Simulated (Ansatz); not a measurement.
The cluster Be₁₀⁺, 10 atoms. Hardware: 4 threads of Arm Neoverse V2 on a shared host.

Correlated methods freeze no core orbitals.

**Question.** How many basis functions does each of these Ansatz runs have, and roughly what does it cost? BLYP/def2-TZVP, charge 1 doublet, energy, from earlier orbitals; PBE0/def2-SVP, charge 1 doublet, energy with a search over starts; PBE0/def2-SVP, charge 1 doublet, energy, from earlier orbitals; MP2/def2-TZVP, charge 1 doublet, energy, from earlier orbitals; r2SCAN/def2-TZVP, charge 1 doublet, energy, from earlier orbitals; PBE/def2-SVP, charge 1 doublet, energy, from earlier orbitals; PBE-QIDH/def2-TZVP, charge 1 doublet, energy, from earlier orbitals; PBE/def2-SVP, charge 1 doublet, relaxation, 15 steps; PBE/def2-TZVP, charge 1 doublet, energy and forces, from earlier orbitals; PBE0/def2-TZVP, charge 1 doublet, energy, from earlier orbitals; HF/def2-TZVP, charge 1 doublet, energy, from earlier orbitals.

**Answer.** Other jobs shared the machine, so times can vary by a factor of up to 3. A dash marks memory too small to be measured apart from the calling script's.

```json
{"run": "PBE/def2-SVP, charge 1 doublet, energy, from earlier orbitals", "functions": "90", "fitting or Cholesky vectors": "1340", "wall time": "2 s", "peak host memory (GiB)": "–"}
{"run": "BLYP/def2-TZVP, charge 1 doublet, energy, from earlier orbitals", "functions": "190", "fitting or Cholesky vectors": "1410", "wall time": "4.6 s", "peak host memory (GiB)": "–"}
{"run": "PBE0/def2-SVP, charge 1 doublet, energy, from earlier orbitals", "functions": "90", "fitting or Cholesky vectors": "1280", "wall time": "4.6 s", "peak host memory (GiB)": "–"}
{"run": "PBE/def2-TZVP, charge 1 doublet, energy and forces, from earlier orbitals", "functions": "190", "fitting or Cholesky vectors": "1410", "wall time": "4.7 s", "peak host memory (GiB)": "–"}
{"run": "MP2/def2-TZVP, charge 1 doublet, energy, from earlier orbitals", "functions": "190", "fitting or Cholesky vectors": "1570", "wall time": "6 s", "peak host memory (GiB)": "–"}
{"run": "HF/def2-TZVP, charge 1 doublet, energy, from earlier orbitals", "functions": "190", "fitting or Cholesky vectors": "1600", "wall time": "6.5 s", "peak host memory (GiB)": "0.7"}
{"run": "PBE0/def2-SVP, charge 1 doublet, energy with a search over starts", "functions": "90", "fitting or Cholesky vectors": "1280", "wall time": "11 s", "peak host memory (GiB)": "–"}
{"run": "PBE0/def2-TZVP, charge 1 doublet, energy, from earlier orbitals", "functions": "190", "fitting or Cholesky vectors": "1410", "wall time": "14 s", "peak host memory (GiB)": "0.79"}
{"run": "PBE-QIDH/def2-TZVP, charge 1 doublet, energy, from earlier orbitals", "functions": "190", "fitting or Cholesky vectors": "1570", "wall time": "19 s", "peak host memory (GiB)": "0.65"}
{"run": "r2SCAN/def2-TZVP, charge 1 doublet, energy, from earlier orbitals", "functions": "190", "fitting or Cholesky vectors": "1410", "wall time": "23 s", "peak host memory (GiB)": "0.63"}
{"run": "PBE/def2-SVP, charge 1 doublet, relaxation, 15 steps", "functions": "90", "fitting or Cholesky vectors": "1340", "wall time": "24 s", "peak host memory (GiB)": "–"}
```
